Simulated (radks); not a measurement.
Problem. The mean radii <r> (bohr) of the occupied orbitals of an atom or ion are listed with their occupations. Method: scalar-relativistic Kohn-Sham, BLYP, spin-polarised, spherical densities, finite nucleus; Fermi nuclear charge, rms radius of each element as measured or else 0.836 A^(1/3) + 0.57 fm; computed with a radial shooting solver on a logarithmic mesh with Libxc functionals.

orbital  occ.      <r>
1s up       1  0.04550
1s down     1  0.04550
2s up       1   0.2028
2s down     1   0.2028
2p up       3   0.1772
2p down     3   0.1772
3s up       1   0.5985
3s down     1   0.5984
3p up       3   0.6174
3p down     3   0.6171
3d up       5   0.6793
3d down     5   0.6761
4s up       1    1.872
4s down     1    1.872
4p up       2    2.296
7f up       1    61.99

Name the element and its charge. Open shells, if any, are filled with parallel spins first.

Solution. Z = 33, arsenic, charge 0: As in [Ar] 3d10 4s2 4p2 7f1. The 1s radius gives Z: for a bare nucleus <r> = (2 gamma + 1)/(2Z) with gamma = sqrt(1 - (Z/c)^2), 0.04456 bohr for Z = 33, and screening makes it slightly larger (0.04550 here). The occupations add up to 33, and the charge is Z minus that.
